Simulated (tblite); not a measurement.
Species: C2H5OPSi.
Structure used (GFN2-xTB), in Å, numbered top down from 1:
```
atom  x, y, z in Å
O1     2.9444   -0.4322    0.7325
C2     2.1827    0.1631    0.0840
P3     1.2884    1.0761   -0.9431
C4    -0.3708    0.9308   -0.0782
Si5   -1.0548   -0.8530   -0.0360
H6    -1.0336    1.5837   -0.6478
H7    -0.2773    1.3581    0.9196
H8    -1.1081   -1.3691   -1.4025
H9    -0.1680   -1.6666    0.7960
H10   -2.3939   -0.7861    0.5530
```

Method: GFN2-xTB as coded in tblite; computed harmonic values from a numerical Hessian at the method's own geometry, unscaled. Errors from tens to a few hundred cm⁻¹ against measured bands are possible. Modes of hydrogen on silicon can be 10 to 20 % off. One conformer, not necessarily the lowest.

Harmonic wavenumbers (cm⁻¹): 43.1, 92.7, 131.1, 174.0, 336.1, 460.9, 498.8, 515.6, 659.8, 711.8, 757.9, 768.1, 772.5, 785.8, 853.8, 1038.5, 1138.9, 1426.7, 2054.8, 2260.5, 2272.1, 2285.2, 2971.3, 2978.6.

A = 4788, B = 1956, C = 1503 MHz; mass 103.985 u (most abundant isotopes); point group C1, symmetry number 1.

Task: What is the zero-point energy?

Result: ½Σν̃ = 12994 cm⁻¹ = 37.15 kcal/mol.

Task: What is S at 298.15 K and 1 bar for an ideal gas of classical rigid rotors and harmonic oscillators?

Result: Translation 39.86, rotation 27.53, vibration 19.21: S = 86.6 cal/(mol K).

Task: And Cp and H(298.15 K) − H(0)?

Result: Cp = 26.87 cal/(mol K), of which vibrations give 18.92 (their classical limit is 24 R = 47.7); H(298.15 K) − H(0) = 5.29 kcal/mol without the zero-point energy, 2.92 from vibrations.

Task: What must be added to the electronic energy to get the Gibbs energy at 298.15 K and 1 bar?

Result: ZPE + [H(298.15 K) − H(0)] − T·S = 37.15 + 5.29 − 25.82 = 16.62 kcal/mol.

Task: How do the functions run with temperature in this model?

Result: 
| T (K) | S (cal/(mol K)) | Cp (cal/(mol K)) | H − H(0) (kcal/mol) | G − H(0) (kcal/mol) | ln q(vib) |
| --- | --- | --- | --- | --- | --- |
| 50 | 55.7 | 11.9 | 0.48 | -2.31 | 0.44 |
| 100 | 65.0 | 15.0 | 1.16 | -5.34 | 1.34 |
| 373.15 | 93.0 | 30.5 | 7.45 | -27.27 | 5.96 |
| 500 | 102.7 | 35.3 | 11.64 | -39.69 | 7.97 |
| 750 | 118.2 | 41.5 | 21.29 | -67.38 | 11.61 |
| 1000 | 130.7 | 45.5 | 32.19 | -98.56 | 14.85 |

q(vib) and H(0) count from the zero-point level.

Task: Which modes carry the vibrational entropy at 298.15 K?

Result: 43.1 cm⁻¹: 5.11; 92.7 cm⁻¹: 3.60; 131.1 cm⁻¹: 2.93; 174.0 cm⁻¹: 2.39; 336.1 cm⁻¹: 1.23; 460.9 cm⁻¹: 0.76 cal/(mol K); the other 18 give 3.18 together.

Hindered rotation and anharmonicity are outside this model. Other conformers, if any are populated, would add a mixing term that is left out. The structure is chiral; the term R ln 2 for an equal mix with its mirror image is left out.
